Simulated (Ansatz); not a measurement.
`COBO[SiH3]` + HCl → `[SiH3]OBCl` + CH₃OH at 600 K and 1 bar (ligand exchange at a B–O bond).

Calculated with Ansatz (gas phase, PBE0-D4/def2-TZVP geometries, no zero-point term in ΔE). CCSD(T)/CBS is the MP2 limit (def2-TZVPP, def2-QZVPP) plus CCSD(T) − MP2 in def2-TZVPP, frozen cores. This one scheme is used for every species. Each species was taken in one conformer, which may not be the lowest.

```csv
species,CCSD(T)/CBS energy (Eh),H − E (kJ/mol),S (J/(mol·K))
`COBO[SiH3]`,-506.60589,291.4,451.4
HCl,-460.38127,35.4,207.2
`[SiH3]OBCl`,-851.35221,166.6,398.1
CH₃OH,-115.61712,163.6,277.3
```

H − E and S are ideal-gas, rigid-rotor, harmonic terms from PBE0-D4/def2-TZVP, for one conformer and one mirror image of each species. 1 Eh = 2625.50 kJ/mol, R = 8.31446 J/(mol·K).

Problem. By hand: ΔE, ΔH, ΔS and ΔG.

Solution. ΔE = (-851.35221) + (-115.61712) − (-506.60589) − (-460.38127) = 0.01783 Eh = 46.8 kJ/mol. Δ(H − E) = 166.6 + 163.6 − 291.4 − 35.4 = 3.4, so ΔH = 50.2 kJ/mol. ΔS = 398.1 + 277.3 − 451.4 − 207.2 = 16.8 J/(mol·K). ΔG = 50.2 − 600 × (16.8)/1000 = 40.1 kJ/mol.

Problem. By hand: the equilibrium constant, and the temperature at which ΔG would vanish if ΔH and ΔS stayed fixed.

Solution. log₁₀ K = −ΔG/(RT ln 10) = -3.5. ΔG = 0 at ΔH/ΔS = 2988 K, far beyond where these terms or the molecules hold.

ΔH outweighs TΔS. A doubt of 5 kJ/mol in ΔE shifts log₁₀ K by 0.4 here. Other conformers and mirror images would add mixing entropy, several J/(mol·K) or more a flexible species. These are equilibria of isolated gas molecules and say nothing of rates. Largest T1 diagnostic: 0.013 (customary marks: 0.02 for closed shells, 0.045 for open ones).
